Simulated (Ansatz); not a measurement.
Single points on the cluster Al5As5⁻.

```yaml
crystal:
  periodic: [false, false, false]
  atoms:
    - {symbol: Al, position_ang: [2.460020, -0.321835, 0.106307]}
    - {symbol: Al, position_ang: [0.970077, 2.099155, -0.327111]}
    - {symbol: Al, position_ang: [0.466342, -2.392242, 0.193556]}
    - {symbol: Al, position_ang: [-2.045643, -1.094611, -0.284550]}
    - {symbol: Al, position_ang: [-1.722396, 1.617808, 0.301225]}
    - {symbol: As, position_ang: [-1.278309, -3.153994, -1.080295]}
    - {symbol: As, position_ang: [2.384362, -2.181005, 1.473269]}
    - {symbol: As, position_ang: [2.999665, 1.429534, -1.269519]}
    - {symbol: As, position_ang: [-0.545317, 3.617932, 0.504650]}
    - {symbol: As, position_ang: [-3.688812, 0.379257, 0.382468]}
basis:
  gaussian: {orbitals: def2-SVP, initial_orbitals: start.molden}
total_charge: -1
magnetization: {spin_polarized: true, initial_magnetization: 1}
hamiltonian: {xc: pbe0, dispersion: d4}
scf: {omitted_lower_state_checks: [starts]}
output: {orbitals: {seedname: orbitals}}
```

The file start.molden holds the orbitals of an earlier run on this structure, at another level or in another basis.

```sh
$ ansatz run in.yaml --threads 4 --pin off --events-out ev --progress --plain --max-ram 6963MiB
```

Shortened log:

```
Functional definition: PBE0
2359 factors; integrals over basis functions are off by at most 7.1e-4 eV
mean field evaluation 1: about -337100.1830 eV, gradient 5.4e0 eV
mean field evaluation 2: about -337100.3029 eV, gradient 1.7e-1 eV
mean field evaluation 4: about -337100.3710 eV, gradient 2.7e-3 eV
mean field -337100.37105071 eV, -12388.2101412752 hartree, gradient 2.4e-5 eV, S^2 0.758799; 0 other end points of the search recorded, 0 dependent functions left out
reference -337100.37108363 eV, -12388.2101424851 hartree; 116, 115 occupied and 134, 135 virtual orbitals, 2359 factors
Total energy: -337101.04166544 eV, -12388.2347859123 hartree
Checks for a lower state left out: starts
```

Run time 19 s (4 threads of Intel Xeon Platinum 8488C on a shared host), peak host memory 1.9 GiB.

First input, but with `hamiltonian: {xc: r2scan, dispersion: d4}` (abridged; 23 s):

```
Functional definition: r2SCAN
mean field -337149.06197517 eV, -12389.9994997454 hartree, gradient 2.2e-5 eV, S^2 0.757508
Total energy: -337149.24560654 eV, -12390.0062480738 hartree
Checks for a lower state left out: starts
```

First input, but with `hamiltonian: {xc: pbe, dispersion: d4}`, `output: {forces: true, orbitals: {seedname: orbitals}}` (abridged; 9.5 s):

```
Functional definition: PBE
mean field -337088.86083549 eV, -12387.7871486681 hartree, gradient 2.3e-5 eV, S^2 0.752392
Total energy: -337089.59961303 eV, -12387.8142982416 hartree
Atom 0 force    -0.120021     0.015975    -0.002391 eV/Å
Atom 1 force    -0.053788    -0.150476     0.023743 eV/Å
Atom 2 force    -0.022195     0.127650    -0.005450 eV/Å
Atom 3 force     0.145329     0.058762     0.024420 eV/Å
Atom 4 force     0.100887    -0.088277    -0.036007 eV/Å
Atom 5 force    -0.118468    -0.277716    -0.216316 eV/Å
Atom 6 force     0.195796    -0.178294     0.283472 eV/Å
Atom 7 force     0.255605     0.128311    -0.243834 eV/Å
Atom 8 force    -0.045679     0.332497     0.101017 eV/Å
Atom 9 force    -0.337466     0.031568     0.071346 eV/Å
Dipole moment:     0.229144    -0.165472     0.002157 e Å
Checks for a lower state left out: starts
```

Geometry: r2SCAN-D4/def2-SVP.

The structure comes from a short search, and lower isomers may exist.
